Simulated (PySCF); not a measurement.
# Electric properties by functional and basis

C2H9NSi.
Numbering: `[CH3:1][NH:2][SiH2:3][CH3:4]` (hydrogens: H5, H6, H7 on C1; H8 on N2; H9, H10 on Si3; H11, H12, H13 on C4)

PySCF, dipoles from the SCF density, polarisabilities from static response with core orbitals frozen. The structure is a single PBE0-D3(BJ)/def2-SVP conformer in the gas phase; no vibrational or solvent corrections.

How do dipole and polarisability depend on functional and basis here?

| level | μ (D) | α (au) | anisotropy (au) |
| --- | --- | --- | --- |
| LDA/def2-SVPD | 0.836 | 66.44 | 11.97 |
| PBE/def2-SVPD | 0.836 | 65.10 | 11.87 |
| B3LYP/def2-SVPD | 0.806 | 62.87 | 10.55 |
| PBE0/def2-SVPD | 0.807 | 62.33 | 10.59 |
| BHandHLYP/def2-SVPD | 0.782 | 60.24 | 9.46 |
| CAM-B3LYP/def2-SVPD | 0.797 | 61.78 | 9.82 |
| wB97X-D/def2-SVPD | 0.821 | 61.75 | 9.87 |
| LC-wPBE/def2-SVPD | 0.807 | 60.19 | 9.37 |
| HF/def2-SVPD | 0.788 | 57.54 | 8.20 |
| PBE0/6-31G* | 0.841 | 49.90 | 9.82 |
| PBE0/6-31+G* | 0.795 | 56.86 | 8.03 |
| PBE0/def2-SVP | 0.888 | 53.00 | 9.47 |
| PBE0/aug-cc-pVDZ | 0.783 | 64.07 | 10.50 |
| PBE0/def2-TZVP | 0.855 | 59.51 | 10.27 |
| PBE0/def2-TZVPD | 0.822 | 63.49 | 10.54 |

The anisotropy is √(½[(α1 − α2)² + (α2 − α3)² + (α3 − α1)²]). The dipole runs from 0.78 D (BHandHLYP/def2-SVPD) to 0.89 D (PBE0/def2-SVP). No reference polarisability is at hand; against PBE0 in the largest diffuse basis at hand (def2-TZVPD) the other PBE0 rows deviate by 6-31G* -21%, 6-31+G* -10%, def2-SVP -17%, def2-SVPD -2%, aug-cc-pVDZ +1%, def2-TZVP -6%. In one basis (def2-SVPD) the functionals order the polarisability from HF (lowest) to LDA (highest), a spread of 15%. With PBE0 the polarisability is 54.14 au without diffuse functions (mean of 6-31G*, def2-SVP and def2-TZVP) and 61.69 au with them (mean of 6-31+G*, def2-SVPD, aug-cc-pVDZ and def2-TZVPD).

Without π bonds the low states are Rydberg-like; a valence basis with one diffuse set may place them up to an eV too high.
